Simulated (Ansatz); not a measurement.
Born–Oppenheimer molecular dynamics of BF3 (4 atoms, charge 0, multiplicity 1). It starts from a relaxed structure.

These are results of RKS PBE0/6-31G* (Ansatz), not measurements.

* ensemble: NVT, Nosé–Hoover chain
* time step: 1 fs
* steps asked: 150
* set temperature: 300 K
* thermostat: time constant 100 fs, chain length 3 (defaults)
* temperature schedule: 37 steps to 300 K, then 113 steps to 600 K
* seed: 840737

Frames 5 fs apart, positions in Å, forces in eV/Å.

Velocities at 50 fs (Å/ps):

```
B -0.09 1.79 0.04
F -0.50 -0.34 -2.37
F -1.46 -0.34 0.73
F 2.02 -0.34 1.62
```

```xyz
4
Properties=species:S:1:pos:R:3:forces:R:3 time_fs=50 energy_less_start_eV=0.066 T=66
B 0.005 0.004 -0.004 0.65 -0.09 0.01
F -0.024 -0.001 1.332 0.34 0.03 -1.11
F 1.176 -0.001 -0.685 -1.66 0.03 1.03
F -1.154 -0.001 -0.645 0.68 0.03 0.07
4
Properties=species:S:1:pos:R:3:forces:R:3 time_fs=55 energy_less_start_eV=0.020 T=244
B 0.011 0.012 -0.004 0.21 -0.23 -0.04
F -0.025 -0.002 1.314 0.38 0.08 -0.21
F 1.159 -0.003 -0.675 -0.72 0.08 0.51
F -1.141 -0.002 -0.637 0.13 0.07 -0.27
4
Properties=species:S:1:pos:R:3:forces:R:3 time_fs=60 energy_less_start_eV=0.036 T=192
B 0.021 0.014 -0.004 -0.94 -0.25 0.08
F -0.020 -0.003 1.294 0.36 0.08 0.95
F 1.134 -0.003 -0.660 0.99 0.08 -0.47
F -1.126 -0.003 -0.632 -0.42 0.09 -0.56
4
Properties=species:S:1:pos:R:3:forces:R:3 time_fs=65 energy_less_start_eV=0.069 T=70
B 0.013 0.011 -0.003 -0.65 -0.19 0.11
F -0.011 -0.002 1.285 0.20 0.06 1.60
F 1.119 -0.002 -0.649 1.61 0.06 -0.87
F -1.116 -0.002 -0.634 -1.15 0.07 -0.84
4
Properties=species:S:1:pos:R:3:forces:R:3 time_fs=70 energy_less_start_eV=0.035 T=206
B -0.008 0.004 0.001 0.80 -0.07 -0.02
F 0.001 -0.001 1.296 -0.04 0.02 1.12
F 1.124 -0.001 -0.649 0.59 0.03 -0.36
F -1.120 -0.001 -0.647 -1.35 0.02 -0.75
4
Properties=species:S:1:pos:R:3:forces:R:3 time_fs=75 energy_less_start_eV=0.007 T=324
B -0.015 -0.005 0.004 0.71 0.09 -0.12
F 0.012 0.001 1.320 -0.23 -0.03 -0.16
F 1.136 0.001 -0.653 -0.36 -0.03 0.14
F -1.140 0.001 -0.669 -0.12 -0.03 0.13
4
Properties=species:S:1:pos:R:3:forces:R:3 time_fs=80 energy_less_start_eV=0.058 T=143
B -0.007 -0.012 0.005 -0.34 0.24 -0.07
F 0.021 0.002 1.343 -0.30 -0.08 -1.28
F 1.144 0.002 -0.656 -0.65 -0.08 0.31
F -1.161 0.003 -0.690 1.29 -0.08 1.04
4
Properties=species:S:1:pos:R:3:forces:R:3 time_fs=85 energy_less_start_eV=0.093 T=11
B -0.005 -0.014 0.004 -0.66 0.29 0.05
F 0.026 0.003 1.351 -0.36 -0.10 -1.65
F 1.145 0.002 -0.655 -0.65 -0.09 0.30
F -1.168 0.003 -0.699 1.67 -0.10 1.31
4
Properties=species:S:1:pos:R:3:forces:R:3 time_fs=90 energy_less_start_eV=0.042 T=210
B -0.016 -0.009 0.005 0.15 0.19 0.01
F 0.027 0.002 1.338 -0.43 -0.06 -1.06
F 1.137 0.001 -0.650 -0.54 -0.06 0.20
F -1.155 0.002 -0.691 0.82 -0.06 0.85
4
Properties=species:S:1:pos:R:3:forces:R:3 time_fs=95 energy_less_start_eV=0.021 T=309
B -0.024 -0.001 0.005 1.07 0.01 -0.08
F 0.022 0.000 1.313 -0.40 -0.01 0.31
F 1.123 0.000 -0.643 0.05 -0.01 -0.15
F -1.132 0.000 -0.673 -0.72 0.00 -0.08
4
Properties=species:S:1:pos:R:3:forces:R:3 time_fs=100 energy_less_start_eV=0.065 T=155
B -0.011 0.009 0.004 0.35 -0.14 -0.17
F 0.012 -0.002 1.291 -0.21 0.05 1.63
F 1.110 -0.002 -0.637 1.31 0.05 -0.81
F -1.116 -0.002 -0.655 -1.45 0.05 -0.65
4
Properties=species:S:1:pos:R:3:forces:R:3 time_fs=105 energy_less_start_eV=0.075 T=127
B 0.009 0.015 0.000 -1.01 -0.25 0.06
F 0.000 -0.003 1.287 0.04 0.08 1.64
F 1.112 -0.003 -0.642 1.95 0.07 -1.10
F -1.117 -0.003 -0.645 -0.97 0.09 -0.59
```

Of the whole run (150 fs, mean temperature of the second half 235 K): The conserved energy stayed within 0.24 meV per atom of its start (net change 0.057 meV per atom), so the integration is sound. The schedule's set-point averaged 500 K over the second half and the system 235 K, so it lags behind the ramp. A run of 0.15 ps of so small a system gives no equilibrium averages.

Time of the run: 57 s on 1 thread of AMD EPYC 9R45 96-Core Processor (Zen 5), on a shared host, peak memory 0.12 GiB.
